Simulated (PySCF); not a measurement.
BiClH2O2, SMILES [OH][Bi]([Cl])[OH].

The structure is a stationary point at B3LYP-D3(BJ)/def2-SVP. The def2 effective core potentials stand for the cores of Bi; spin–orbit coupling is left out. The values are those of a single conformer.

Computed with B3LYP-D3(BJ)/def2-SVP (PySCF).

Frequencies are harmonic and unscaled.

Task: Estimate the vibrational spectrum. (An estimate is asked for; the answer gives what the named calculation found.)

Result: 
| mode | ν (cm⁻¹) | IR (km/mol) | moving atoms (share of kinetic energy) |
|---|---|---|---|
| 1 | 91 | 16.7 | O 57 %, H 28 %, Cl 12 % |
| 2 | 131 | 12.1 | O 60 %, Cl 23 %, H 11 % |
| 3 | 157 | 26.3 | O 67 %, Cl 12 %, Bi 12 %, H 8 % |
| 4 | 274 | 82.9 | H 94 % |
| 5 | 279 | 107.5 | H 67 %, O 31 % |
| 6 | 319 | 45.1 | Cl 85 %, Bi 15 % |
| 7 | 559 | 89.3 | O 90 %, Bi 8 % |
| 8 | 572 | 58.4 | O 92 % |
| 9 | 818 | 64.2 | H 92 % |
| 10 | 841 | 50.1 | H 92 % |
| 11 | 3781 | 58.1 | H 94 % |
| 12 | 3788 | 69.1 | H 94 % |
